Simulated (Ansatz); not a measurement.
Diborane 1,2-di F (B2H4F2), relaxed as a singlet with RKS PBE-D4/def2-TZVP in Ansatz, starting from the GFN2-xTB geometry. Force threshold 0.02 eV/Å.

Another isomer (singlet) lies 0.39 eV lower at PBE0-D4/def2-TZVP; other spin states weren't run for this one.

Start:

```xyz
8

B     0.8700   -0.3260   -0.1195
B    -0.8418    0.3880    0.1338
F     1.0291   -1.6111   -0.4374
F    -1.9246   -0.3736   -0.0255
H     1.8380    0.3209    0.0197
H     0.0461   -0.1904    0.9587
H    -1.0093    1.5155    0.4088
H    -0.0075    0.2768   -0.9385
```

```
        step  energy (eV)  largest force component (eV/Å)  SCF passes
           1   -6849.1061                           0.923          16
           2   -6849.2021                           0.393          20
           3   -6849.2172                           0.067          20
           4   -6849.2176                           0.022          21
5 (rejected)   -6849.2175                           0.045          20
           6   -6849.2177                           0.002          21
```

Force components are those of the run's own axes.

End:

```tsv
atom	x (Å)	y (Å)	z (Å)
B1	0.8281	-0.3362	-0.1120
B2	-0.8198	0.3545	0.1163
F3	0.9653	-1.6382	-0.4406
F4	-1.9020	-0.4365	-0.0435
H5	1.7789	0.3817	0.0341
H6	0.0692	-0.1596	0.9835
H7	-0.9231	1.5141	0.4083
H8	0.0034	0.3203	-0.9460
```

By distances, no bond broke or formed. The bond that changes most is B1–B2, from 1.87 to 1.80 Å (atoms count from 1).

No frequencies were taken in this run, so the end may be a saddle point.

Run time 5.5 s (2 threads of Intel Xeon Platinum 8375C on a shared host).
